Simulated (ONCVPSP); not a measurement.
## Logarithmic derivatives: B, ONCV

- Element: B
- Generator: ONCVPSP 4.0.1
- Type: optimised norm-conserving Vanderbilt (ONCV)
- Functional: LDA (Perdew-Wang 92)
- Relativity: scalar-relativistic
- Frozen core: [He]
- Valence charge: 3
- Reference configuration: 2s1.5 (charge +1.5)
- Partial waves: 2s: rc 1.10 bohr, ncon 5, nbas 8, qcut 6.6 1/bohr, 1 projector; p scattering state at 0.29 Ha: rc 1.10 bohr, ncon 4, nbas 7, qcut 7.9 1/bohr, 2 projectors, debl 1 Ha; d scattering state at 0.07 Ha: rc 1.05 bohr, ncon 4, nbas 7, qcut 10 1/bohr, 2 projectors, debl 1.9 Ha
- Local potential: polynomial inside 0.75 bohr (lpopt 4, dvloc0 4 Ha)
- Core correction: none

In the p channel the program set the typed energies aside and used 0.050, 1.050 Ha.

The phase is arctan(r·R′/R) of the radial function R(r), unwrapped; energies in Ha, scanned from -2 to 5 Ha. A pole is an energy at which the radial function vanishes at the test radius. The pseudo phase is shifted by a multiple of π to meet the all-electron one at the reference energy, and phase errors are pseudo minus all-electron; the curves can meet again beyond the range given. Levels narrower than the energy grid can be missing from the lists of poles.

Q: For each channel, where are the poles, and over which energies does the pseudopotential scatter like the atom?

A:

| channel | radius (bohr) | reference energy (Ha) | poles, all-electron | poles, pseudo | unbroken range about the reference energy with phases within 0.05 rad | phase error 1 Ha above the reference energy (rad) |
| --- | --- | --- | --- | --- | --- | --- |
| s | 1.12 | -0.93 | none | 3.27 | below 1.5 | -0.015 |
| p | 1.12 | 0.05 | 2.88 | 2.88 | the whole range | +0.000 |
| d | 1.06 | 0.07 | none | none | the whole range | -0.000 |

Phases in the s channel:

| E (Ha) | all-electron | pseudo |
| --- | --- | --- |
| -1.98 | 0.379 | 0.362 |
| -1.80 | 0.275 | 0.262 |
| -1.62 | 0.160 | 0.151 |
| -1.44 | 0.037 | 0.032 |
| -1.26 | -0.091 | -0.093 |
| -1.08 | -0.221 | -0.221 |
| -0.90 | -0.348 | -0.348 |
| -0.72 | -0.469 | -0.470 |
| -0.54 | -0.581 | -0.584 |
| -0.36 | -0.683 | -0.689 |
| -0.18 | -0.774 | -0.784 |
| 0.00 | -0.855 | -0.869 |
| 0.18 | -0.927 | -0.944 |
| 0.36 | -0.990 | -1.012 |
| 0.54 | -1.046 | -1.072 |
| 0.72 | -1.095 | -1.125 |
| 0.90 | -1.139 | -1.174 |
| 1.08 | -1.178 | -1.217 |
| 1.26 | -1.214 | -1.257 |
| 1.44 | -1.245 | -1.293 |
| 1.62 | -1.274 | -1.326 |
| 1.80 | -1.300 | -1.357 |
| 1.98 | -1.324 | -1.387 |
| 2.16 | -1.346 | -1.415 |
| 2.34 | -1.367 | -1.441 |
| 2.52 | -1.385 | -1.466 |
| 2.70 | -1.403 | -1.492 |
| 2.88 | -1.419 | -1.516 |
| 3.06 | -1.435 | -1.541 |
| 3.24 | -1.449 | -1.566 |
| 3.42 | -1.463 | -1.592 |
| 3.60 | -1.476 | -1.619 |
| 3.78 | -1.488 | -1.647 |
| 3.96 | -1.500 | -1.678 |
| 4.14 | -1.512 | -1.713 |
| 4.32 | -1.523 | -1.752 |
| 4.50 | -1.533 | -1.796 |
| 4.68 | -1.544 | -1.850 |
| 4.86 | -1.554 | -1.916 |
